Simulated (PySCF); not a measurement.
C₄H₁₁ClOSi₂.
Structure used (PBE0-D3(BJ)/def2-SVP), in Å, numbered top down from 1:
```xyz
19
C4H11ClOSi2 angstrom
Cl     5.0383   -0.9653   -0.4776
C      3.3514   -0.8922    0.1236
Si     2.4605    0.4444   -0.8614
O      0.9034    0.5210   -0.3155
Si    -0.6036    1.1949   -0.1441
C     -1.9309   -0.0559   -0.4755
C     -3.2711    0.1049    0.2084
C     -2.3659   -1.0083    0.6122
H      2.8938   -1.8828   -0.0108
H      3.3780   -0.6682    1.1998
H      2.4892    0.0730   -2.3052
H      3.1620    1.7438   -0.6520
H     -0.7637    1.6651    1.2669
H     -0.7226    2.3610   -1.0737
H     -1.9701   -0.4551   -1.4956
H     -4.1663   -0.1332   -0.3722
H     -3.4054    0.9393    0.9048
H     -1.8728   -0.9459    1.5877
H     -2.6308   -2.0268    0.3159
```

Computed with PySCF at PBE0/pcSseg-1 and CAM-B3LYP/def2-SVPD, non-relativistic, on one gas-phase PBE0-D3(BJ)/def2-SVP geometry that isn't relaxed in the solvent. The solvent is an IEF-PCM continuum (Bondi radii, 1.10 Å for H, scaled by 1.2). Specific hydrogen bonds and non-electrostatic terms are outside this model.

Gas phase at PBE0/pcSseg-1: HOMO -8.10 eV, LUMO 0.06 eV, dipole 2.66 D.

Question: What does the continuum do to the energy, the frontier levels and the dipole at PBE0/pcSseg-1 in acetonitrile and water?

Answer: 
| solvent | ε | E(solvent) − E(gas) (kJ/mol) | polarisation term (kJ/mol) | distortion of the solute (kJ/mol) | HOMO (eV) | LUMO (eV) | dipole (D) |
| --- | --- | --- | --- | --- | --- | --- | --- |
| acetonitrile | 35.69 | -14.01 | -15.60 | 1.59 | -8.10 | 0.13 | 3.24 |
| water | 78.36 | -14.37 | -16.04 | 1.67 | -8.10 | 0.13 | 3.25 |

The polarisation term is half the interaction of the solute with the surface charges that it induces; the rest is the cost of distorting the solute's density. The sum is the electrostatic part of solvation alone. From acetonitrile to water the lowering changes by a factor 1.03, Onsager's factor (ε − 1)/(2ε + 1) by 1.02 and ε itself by 2.2.

Question: Which radius a makes the point-dipole formula ΔE = −[(ε − 1)/(2ε + 1)]·μ²/a³ give the value in water, with the gas-phase dipole?

Answer: μ = 1.048 au and |ΔE| = 0.00547 Eh give a = 2.44 Å; the farthest nucleus lies 5.15 Å from the centroid of the nuclei, so such a sphere wouldn't even hold the nuclei. The formula assumes a rigid point dipole at the centre of a sphere.

Question: Give the dipole vector in the frame of the coordinates (D, pointing from negative to positive charge), gas and water.

Answer: Gas (-2.59, -0.39, 0.49), solvent (-3.14, -0.53, 0.68). Its length changes by +22 % and its direction by 2°.

Question: Which Hirshfeld charges (PBE0/pcSseg-1) respond most in acetonitrile (means over atoms taken as equivalent)?

Answer: 
```csv
atoms,environment,gas (e),solvent (e),change
Cl1,alkyl chlorine,-0.067,-0.091,-0.024
H9/H10,methylene hydrogen,+0.052,+0.061,+0.009
C2,sp3 C–Cl carbon,-0.128,-0.123,+0.005
H15,methine hydrogen,+0.047,+0.051,+0.004
H16/H19,methylene hydrogen,+0.050,+0.053,+0.003
Si3,oxygen-bound silicon,+0.393,+0.395,+0.002
C7/C8,three-membered-ring carbon,-0.083,-0.085,-0.002
H11/H12,Si–H hydrogen,-0.081,-0.083,-0.002
```

Question: Which Mayer bond orders change most in acetonitrile?

Answer: 
```tsv
bond	length (Å)	gas	solvent	change
Cl1–C2	1.792	0.949	0.921	-0.028
Si5–C6	1.854	0.880	0.887	+0.007
C2–H9	1.099	0.934	0.928	-0.006
C2–H10	1.100	0.934	0.928	-0.006
O4–Si5	1.660	0.896	0.891	-0.005
Si3–O4	1.652	0.916	0.920	+0.004
Si5–H14	1.496	0.929	0.925	-0.004
C6–H15	1.096	0.942	0.938	-0.004
```

Gas phase at CAM-B3LYP/def2-SVPD: HOMO -9.48 eV, LUMO 0.70 eV, dipole 2.57 D.

Question: What does the continuum do to the energy, the frontier levels and the dipole at CAM-B3LYP/def2-SVPD in acetonitrile?

Answer: 
```
     solvent      ε  E(solvent) − E(gas) (kJ/mol)  polarisation term (kJ/mol)  distortion of the solute (kJ/mol)  HOMO (eV)  LUMO (eV)  dipole (D)
acetonitrile  35.69                        -13.76                      -15.69                               1.93      -9.44       0.80        3.22
```

The atom shares or the degeneracy of the HOMO differ from the gas phase in acetonitrile, so that column needn't follow one orbital.

Question: How does the static polarisability (CAM-B3LYP/def2-SVPD, frozen core, with the continuum's full static response) change?

Answer: 
```tsv
medium	isotropic (au)	principal values (au)	⟨r²⟩ of the electrons (bohr²)
gas	114.3	96.8, 107.2, 138.9	3046.2
acetonitrile	150.9	136.8, 146.8, 169.3	3047.7
```

The isotropic value in acetonitrile is 1.32 times the gas-phase one; no cavity-field correction is applied. ⟨r²⟩ is taken about the centre of nuclear charge.
